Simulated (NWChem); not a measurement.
# AlHOCl₂; SMILES [OH][Al]([Cl])[Cl]

```xyz
5

Al     0.3510     0.0077     0.0000
Cl    -0.6805    -1.8236     0.0000
Cl    -0.7077     1.8125     0.0000
O      2.0524     0.0974     0.0000
H      2.6167    -0.6920     0.0000
```
Atoms are numbered in this order, from 1.

Coordinates come from a PBE-D3(BJ)/def2-SVP optimisation.

Symmetry labels are those of Cs in the frame above (b1 and b2, or b-type labels, depend on it).

### Question
List the 4 lowest vertical singlet excitations from B3LYP/6-31+G* (spherical d), TDA (NWChem).

### Answer
```json
[
 {"state": "S1", "energy (eV)": "6.30", "oscillator strength": "0.012", "symmetry": "a'", "leading excitation (squared amplitude)": "HOMO → LUMO (0.99)"},
 {"state": "S2", "energy (eV)": "6.48", "oscillator strength": "0.000", "symmetry": "a\"", "leading excitation (squared amplitude)": "HOMO−1 → LUMO (0.76)"},
 {"state": "S3", "energy (eV)": "6.56", "oscillator strength": "0.000", "symmetry": "a\"", "leading excitation (squared amplitude)": "HOMO−2 → LUMO (0.76)"},
 {"state": "S4", "energy (eV)": "6.80", "oscillator strength": "0.062", "symmetry": "a'", "leading excitation (squared amplitude)": "HOMO−3 → LUMO (0.94)"}
]
```
